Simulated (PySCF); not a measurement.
# Ar²⁺ (argon, charge +2) across methods

[Ne] 3s2 3p4, high-spin 3P determinant. Calculation: PySCF 2.14, in x2c-TZVPPall (5s5p3d1f, 42 functions); the spin-free X2C one-electron Hamiltonian (Gaussian nucleus).

| method | E (hartree) | mean ε 3s β (eV) | mean ε 3p α (eV) | mean ε 3p β (eV) | Σ⟨r²⟩ (bohr²) | ⟨S²⟩ |
| --- | --- | --- | --- | --- | --- | --- |
| LDA | -526.1162 | -48.962 | -36.445 | -34.093 | 15.68 | 2.001 |
| UHF | -527.11011 | -55.956 | -43.552 | -40.408 | 15.73 | 2.009 |
| r2SCAN | -527.7254 | -49.016 | -37.169 | -34.568 | 15.62 | 2.006 |
| PBE0 | -527.6024 | -50.942 | -38.492 | -36.007 | 15.63 | 2.004 |
| BLYP | -527.7775 | -48.744 | -36.234 | -34.048 | 15.68 | 2.002 |
| PBEsol | -526.8140 | -48.708 | -36.399 | -34.023 | 15.65 | 2.002 |
| HSE06 | -527.6231 | -50.542 | -38.060 | -35.594 | 15.63 | 2.004 |
| PBE | -527.5639 | -48.783 | -36.480 | -34.160 | 15.65 | 2.003 |

Problem. Estimate the same row for r2SCANh.

Solution. E (hartree) = -527.7250; mean ε 3s β (eV) = -49.822; mean ε 3p α (eV) = -37.882; mean ε 3p β (eV) = -35.250; Σ⟨r²⟩ (bohr²) = 15.62; ⟨S²⟩ = 2.006.
